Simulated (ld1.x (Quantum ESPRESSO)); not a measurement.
# C (Z = 6): excitation energies, all-electron against TM

```json
{
  "Element": "carbon (C)",
  "Generator": "ld1.x (Quantum ESPRESSO) 7.5",
  "Type": "norm-conserving Troullier–Martins (Kleinman–Bylander form)",
  "Functional": "LDA (PZ)",
  "Relativity": "non-relativistic",
  "Frozen core": "[He]",
  "Valence charge": "4",
  "Reference configuration": "2s2 2p1 (charge +1)",
  "Partial waves": "2s (bound): rc 1.35 bohr; 2p (bound): rc 2.20 bohr; 3d channel at 0.05 Ry: rc 1.75 bohr",
  "Local potential": "all-electron potential smoothed inside 1.90 bohr (lloc = -1)",
  "Core correction": "Bessel-smoothed model core inside 1.10 bohr"
}
```

Energies are relative to the spin-unpolarised reference configuration 2s2 2p1; without spin polarisation the order of configurations can differ from experiment. Spin-polarised rows fill each open shell by Hund’s rule, majority spin first.

(1) Give the all-electron excitation energy and the error of the potential for: 2s2 2p2; 2s2 2p0; 2s1 2p0; 2s0 2p4; 2s1 2p3; 2s2 2p1.5; 2s1 2p2; 2s2 2p1 (spin-polarised); 2s2 2p2 (spin-polarised).

Levels in the configuration 2s2 2p2:

```json
{"level": "2s", "all-electron (eV)": "-13.632", "pseudo (eV)": "-13.601"}
{"level": "2p", "all-electron (eV)": "-5.423", "pseudo (eV)": "-5.456"}
```

Answers

(1)

```
   valence configuration  charge  ΔE all-electron (eV)  error AE − PS (meV)
                 2s2 2p2       0               -10.992                  +34
                 2s2 2p0      +2                24.263                 +166
                 2s1 2p0      +3                72.211                 +445
                 2s0 2p4       0                 5.496                 +186
                 2s1 2p3       0                -2.765                 +104
               2s2 2p1.5    +0.5                -6.961                  +14
                 2s1 2p2      +1                 8.477                  +13
2s2 2p1 (spin-polarised)      +1                -0.397                  +26
2s2 2p2 (spin-polarised)       0               -12.120                 +111
```
